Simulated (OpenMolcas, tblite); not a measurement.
# A ladder of methods for Si2H3OF (SMILES F[Si]O[SiH3])

Si2H3OF has 7 atoms, charge 0, and is taken as a singlet. As SMILES, `F[Si]O[SiH3]`. The shape is that of a PBE0-D4/def2-TZVP optimisation. This is one conformer, not always the lowest.

| atom | x (Å) | y (Å) | z (Å) |
| --- | --- | --- | --- |
| F | 0.6393 | -1.8295 | 1.6087 |
| Si | -0.4287 | -2.1655 | 0.4415 |
| O | -0.5383 | -0.7365 | -0.3346 |
| Si | -0.0256 | 0.8371 | -0.4067 |
| H | -0.7051 | 1.4807 | -1.5555 |
| H | -0.3857 | 1.5378 | 0.8500 |
| H | 1.4440 | 0.8758 | -0.6033 |

Quantity: the HOMO–LUMO gap, in eV. The values are calculated.

```json
{"level": "GFN2-xTB", "kind": "semi-empirical", "program": "tblite", "value (eV)": "3.70", "CPU time": "under 2 s"}
{"level": "HF/def2-SVPD", "kind": "Hartree–Fock", "program": "OpenMolcas", "value (eV)": "11.76", "CPU time": "17 s"}
{"level": "SVWN5/def2-SVPD", "kind": "LDA", "program": "OpenMolcas", "value (eV)": "3.98", "CPU time": "31 s"}
{"level": "revPBE/def2-SVPD", "kind": "GGA", "program": "OpenMolcas", "value (eV)": "4.04", "CPU time": "44 s"}
{"level": "TPSS/def2-SVPD", "kind": "meta-GGA", "program": "OpenMolcas", "value (eV)": "4.19", "CPU time": "56 s"}
{"level": "B3LYP/def2-SVPD", "kind": "global hybrid", "program": "OpenMolcas", "value (eV)": "5.64", "CPU time": "37 s"}
{"level": "M06-2X/def2-SVPD", "kind": "hybrid meta-GGA", "program": "OpenMolcas", "value (eV)": "7.96", "CPU time": "48 s"}
{"level": "B2PLYP/def2-SVPD", "kind": "double hybrid", "program": "OpenMolcas", "value (eV)": "8.21", "CPU time": "32 s"}
```

The values span 3.70 to 11.76 eV. Orbital gaps aren't excitation energies, and those of double hybrids come from the SCF part alone; they tend to grow with the share of exact exchange. Times are those of the runs behind each value, whatever else they computed, on shared processors of several kinds: orders of magnitude only.
